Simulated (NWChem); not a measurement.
System: C3H8O2; SMILES O(C)COC

```xyz
13

C      0.6750    -1.8991     0.1262
O     -0.5468    -1.2863    -0.2627
C     -0.6980     0.0068     0.2077
O      0.2517     0.8579    -0.3994
C      0.2047     2.1732     0.1089
H      0.7882    -1.8957     1.2219
H      1.5385    -1.3952    -0.3219
H      0.6313    -2.9326    -0.2252
H     -1.7210     0.3161    -0.0551
H     -0.5764     0.0508     1.3103
H      0.9740     2.7477    -0.4126
H     -0.7740     2.6481    -0.0692
H      0.4096     2.2030     1.1921
```
Atoms are numbered in this order, from 1.

Program: NWChem. Pople sets run with spherical d functions. Medium grid unless said otherwise, to which SCAN and Minnesota functionals are sensitive. All runs use the structure optimised with B3LYP/6-31G* (spherical d).

For level M06-2X/6-31G*:

```yaml
highest occupied level (eV): -8.92
```

Task: Estimate the same quantities for level CAM-B3LYP/6-31G*.

Result: 
| Property | Value |
|---|---|
| highest occupied level (eV) | -8.70 |
